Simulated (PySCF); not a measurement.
Input for PySCF: U-B3LYP/LANL2DZ on HISn (SMILES [SnH][I]), a point of a bond scan (R = 2.407 Å).

```python
from pyscf import gto, scf, dft, mp
from pyscf.data.elements import chemcore

mol = gto.M(
    atom='''
    Sn    0.45232825    0.91499533    0.96539677
    H     0.82757395    2.61852955   -0.69349020
    I    -0.44050378   -0.90427621   -0.90578170
    ''',
    basis='lanl2dz',
    ecp={'I': 'lanl2dz', 'Sn': 'lanl2dz'},
    charge=0, spin=0, verbose=3, max_memory=1800)
mf = dft.UKS(mol, xc='b3lyp')
mf.conv_tol = 1e-8
mf.max_cycle = 100
mf.init_guess_breaksym = True
mf.kernel()
if not mf.converged:
    mf = mf.newton().run(mf.mo_coeff, mf.mo_occ)
for _ in range(4):
    mo, _, stable, _ = mf.stability(return_status=True)
    if stable:
        break
    mf.kernel(mf.make_rdm1(mo, mf.mo_occ))
```

What total energy does the run end on?

-15.3412 hartree.
